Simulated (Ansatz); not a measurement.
A trace of molecular dynamics of CH₆AuNO (10 atoms, charge 0, multiplicity 1).

Method: UHF/def2-SVP in Ansatz 0.2.0.

- ensemble: NVE (velocity Verlet)
- starting velocities drawn for: 300 K
- seed: 12167

```json
{"time (fs)": "0.0", "T (K)": "300", "potential energy less start (eV)": "0.000", "conserved less start (meV/atom)": "0.00"}
{"time (fs)": "4.0", "T (K)": "220", "potential energy less start (eV)": "0.083", "conserved less start (meV/atom)": "0.11"}
{"time (fs)": "8.0", "T (K)": "499", "potential energy less start (eV)": "-0.201", "conserved less start (meV/atom)": "0.51"}
{"time (fs)": "12.0", "T (K)": "2987", "potential energy less start (eV)": "-2.784", "conserved less start (meV/atom)": "-0.50"}
{"time (fs)": "16.0", "T (K)": "2270", "potential energy less start (eV)": "-2.037", "conserved less start (meV/atom)": "0.06"}
{"time (fs)": "20.0", "T (K)": "955", "potential energy less start (eV)": "-0.677", "conserved less start (meV/atom)": "0.00"}
{"time (fs)": "24.0", "T (K)": "667", "potential energy less start (eV)": "-0.374", "conserved less start (meV/atom)": "0.58"}
{"time (fs)": "28.0", "T (K)": "3140", "potential energy less start (eV)": "-2.947", "conserved less start (meV/atom)": "-1.04"}
{"time (fs)": "32.0", "T (K)": "2562", "potential energy less start (eV)": "-2.343", "conserved less start (meV/atom)": "-0.41"}
{"time (fs)": "36.0", "T (K)": "1159", "potential energy less start (eV)": "-0.887", "conserved less start (meV/atom)": "0.19"}
{"time (fs)": "40.0", "T (K)": "1820", "potential energy less start (eV)": "-1.559", "conserved less start (meV/atom)": "1.35"}
{"time (fs)": "44.0", "T (K)": "1852", "potential energy less start (eV)": "-1.600", "conserved less start (meV/atom)": "0.50"}
{"time (fs)": "48.0", "T (K)": "1659", "potential energy less start (eV)": "-1.403", "conserved less start (meV/atom)": "0.20"}
{"time (fs)": "52.0", "T (K)": "2601", "potential energy less start (eV)": "-2.407", "conserved less start (meV/atom)": "-2.71"}
{"time (fs)": "56.0", "T (K)": "2690", "potential energy less start (eV)": "-2.481", "conserved less start (meV/atom)": "-0.99"}
{"time (fs)": "60.0", "T (K)": "1615", "potential energy less start (eV)": "-1.357", "conserved less start (meV/atom)": "0.25"}
{"time (fs)": "64.0", "T (K)": "2545", "potential energy less start (eV)": "-2.328", "conserved less start (meV/atom)": "-0.63"}
{"time (fs)": "68.0", "T (K)": "1649", "potential energy less start (eV)": "-1.426", "conserved less start (meV/atom)": "-3.04"}
{"time (fs)": "72.0", "T (K)": "1075", "potential energy less start (eV)": "-0.796", "conserved less start (meV/atom)": "0.57"}
{"time (fs)": "76.0", "T (K)": "2495", "potential energy less start (eV)": "-2.271", "conserved less start (meV/atom)": "-0.16"}
{"time (fs)": "80.0", "T (K)": "1699", "potential energy less start (eV)": "-1.439", "conserved less start (meV/atom)": "0.77"}
{"time (fs)": "84.0", "T (K)": "1115", "potential energy less start (eV)": "-0.837", "conserved less start (meV/atom)": "0.59"}
{"time (fs)": "88.0", "T (K)": "2332", "potential energy less start (eV)": "-2.103", "conserved less start (meV/atom)": "-0.23"}
{"time (fs)": "92.0", "T (K)": "2706", "potential energy less start (eV)": "-2.493", "conserved less start (meV/atom)": "-0.55"}
{"time (fs)": "96.0", "T (K)": "1342", "potential energy less start (eV)": "-1.076", "conserved less start (meV/atom)": "0.12"}
{"time (fs)": "100.0", "T (K)": "1112", "potential energy less start (eV)": "-0.836", "conserved less start (meV/atom)": "0.33"}
```

**Question.** Is this trajectory sound?

**Answer.** The conserved energy stayed within 4.2 meV per atom of its start (net change 0.33 meV per atom), so there is no drift, though single steps change it by up to 45 meV in the whole system, a sign of fast motions only just resolved. The kinetic energy rose, since the run started high on the potential surface and went downhill. A run of 0.1 ps of so small a system gives no equilibrium averages. The orbitals stay closed-shell, which can raise the energy where a bond breaks towards radicals; this wasn't checked here. The time step was 0.5 fs.

Run time: 2.4 min on 2 threads of AMD EPYC 9R45 96-Core Processor (Zen 5), on a shared host, peak memory 0.28 GiB.
